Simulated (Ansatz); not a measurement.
Molecule: BF, net charge 1, doublet state. SMILES of the parent species: [B]F

Atoms: B1, F2. Bonds: B1-F2.

Bond lengths (Å) and angles (degrees) optimised at HF/STO-3G with Ansatz (a quantum-chemistry and plane-wave program); HF/3-21G with Ansatz; HF/6-31G* with Ansatz; PBE/6-31G* with Ansatz; B3LYP/LANL2DZ with Ansatz; B3LYP/6-31G* with Ansatz, each started from the B3LYP-D3(BJ)/def2-TZVP structure (Ansatz) of the last column. A row stands for all coordinates that are equal there. 6-31G* holds six Cartesian d functions.

```tsv
coordinate	HF/STO-3G	HF/3-21G	HF/6-31G*	PBE/6-31G*	B3LYP/LANL2DZ	B3LYP/6-31G*	B3LYP-D3(BJ)/def2-TZVP
B1-F2	1.219	1.255	1.206	1.232	1.282	1.222	1.215
```

Mean signed difference of all 1 bond lengths from B3LYP-D3(BJ)/def2-TZVP: HF/STO-3G 0.005 Å, HF/3-21G 0.040 Å, HF/6-31G* -0.009 Å, PBE/6-31G* 0.017 Å, B3LYP/LANL2DZ 0.067 Å, B3LYP/6-31G* 0.007 Å.
